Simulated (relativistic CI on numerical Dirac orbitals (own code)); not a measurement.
## What each ingredient does to the levels of Re LXIX

Base calculation: Dirac-Coulomb-Breit CI, orbitals from a KLI potential per configuration, model QED (radiative potential, 1s self-energy scaled to tabulated hydrogen-like ionisation energies), unscaled Slater integrals.

CI space (outside the closed core 1s2): 2s²2p³, 2s2p⁴, 2p⁵, 2p⁴3s, 2p⁴3p, 2s²2p²3s, 2p⁴3d, 2s²2p²3p, 2s²2p²3d, 2s2p³3s, 2s2p³3p, 2s2p³3d, 2s²2p²4s, 2s²2p²4p, 2s²2p²4d, 2s²2p²4f, 2s²2p3s², 2s2p³4s, 2s²2p3s3p, 2s2p³4p, 2s²2p²5s, 2s²2p3s3d, 2s2p³4d, 2s2p³4f, 2s²2p3p², 2s²2p²5p, 2s²2p²5d, 2s²2p²5f, 2s²2p²5g, 2s²2p3p3d, 2s2p²3s², 2s²2p3d², 2s2p²3s3p, 2s2p²3s3d, 2s2p²3p², 2s2p²3p3d. Levels of other configurations are missing.

Variants: (1) configuration mixing switched off. Shifts of the energy above 2s²2p³ ²P°3/2, in eV, for the lowest level and the first level of each name with at least 55 % of one term (blank where a level changes its place among those of its configuration and J or its character, or is not in the variant):

| Level | Base | Δ(1) |
| --- | --- | --- |
| 2s²2p³ ²P°3/2 | 0.0 | 0.0 |
| 2s²2p³ ⁴S°3/2 | 1478.5 | -1.3 |
| 2s²2p³ ²D°5/2 | 1501.9 | -1.3 |
| 2s²2p³ ²P°1/2 | 1555.9 | +0.8 |
| 2s2p⁴ ⁴P5/2 | 1833.5 | -1.7 |
| 2s2p⁴ ²S1/2 | 1942.6 | -1.5 |
| 2s2p⁴ ⁴P3/2 | 3340.6 | -1.9 |
| 2s2p⁴ ²D5/2 | 3382.5 | -1.7 |
| 2s2p⁴ ²P1/2 | 3450.0 | -1.4 |
| 2s2p⁴ ²D3/2 | 3458.2 | -1.4 |
| 2p⁵ ²P°3/2 | 3850.4 | -7.4 |
| 2p⁵ ²P°1/2 | 5359.9 | -3.4 |
| 2s²2p²3s ⁴P3/2 | 10541.6 | +1.2 |
| 2s²2p²3s ²P1/2 | 10552.3 | +0.7 |

At this charge energies of transitions that change n are usually good to better than 1 %, and those within a shell (Δn = 0) to a few per cent.

Ionisation energy from the two ground configurations alone: base 17120.9 eV. The NIST ASD value (theoretical) is 17120 eV.

LS names give the leading component of a level, which can be under half, so a name can repeat, a term be missing and a line seem to break the LS rules.
